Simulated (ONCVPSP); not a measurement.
# arsenic (As) ONCV: all-electron and pseudo phase curves

ONCVPSP 4.0.1 input, shortened (lines: element, Z, core and valence counts, functional; n l f; lmax; l rc ep ncon nbas qcut; lloc lpopt rc5 dvloc0; l nproj debl; icmod fcfact rcfact), PBE, scalar-relativistic:

```
  As 33.00    5    3        4      upf
    1    0    2.00
    2    0    2.00
    2    1    6.00
    3    0    2.00
    3    1    6.00
    3    2   10.00
    4    0    2.00
    4    1    3.00
    2
    0    1.60    0.00    4    7    3.70
    1    1.65    0.00    3    6    4.00
    2    1.00    0.00    5   10   18.70
    2    5    1.00    0.00
    0    2    3.40
    1    1    1.30
    2    0    1.20
    1    0.25    0.00
```

The phase is arctan(r·R′/R) of the radial function R(r), unwrapped; energies in Ha, scanned from -3 to 5 Ha. A pole is an energy at which the radial function vanishes at the test radius. The pseudo phase is shifted by a multiple of π to meet the all-electron one at the reference energy, and phase errors are pseudo minus all-electron; the curves can meet again beyond the range given. Levels narrower than the energy grid can be missing from the lists of poles.

| channel | radius (bohr) | reference energy (Ha) | poles, all-electron | poles, pseudo | unbroken range about the reference energy with phases within 0.05 rad | phase error 1 Ha above the reference energy (rad) |
| --- | --- | --- | --- | --- | --- | --- |
| s | 1.62 | -0.53 | 2.46 | 2.46 | the whole range | -0.000 |
| p | 1.67 | -0.19 | 3.06 | 2.58 | below 2.7 | -0.012 |
| d | 1.02 | -1.49 | -0.22 | -0.16 | below 1.8 | +0.007 |

Note: ghosts flagged at negative energy: s at -416.2 eV, p at -246.2 eV; GHOST(+) flagged for s at 202.1 eV. A true bound ghost makes a file unfit for plane-wave use.

Phases in the p channel:

```
E (Ha)  all-electron  pseudo
 -2.98         1.206   1.191
 -2.54         1.152   1.137
 -2.10         1.076   1.061
 -1.66         0.958   0.944
 -1.22         0.758   0.745
 -0.78         0.389   0.380
 -0.34        -0.210  -0.211
  0.10        -0.764  -0.766
  0.54        -1.084  -1.092
  0.98        -1.260  -1.274
  1.42        -1.368  -1.388
  1.86        -1.442  -1.469
  2.30        -1.498  -1.534
  2.74        -1.542  -1.592
  3.18        -1.581  -1.652
  3.62        -1.617  -1.725
  4.06        -1.654  -1.833
  4.50        -1.694  -2.045
  4.94        -1.741  -2.656
```
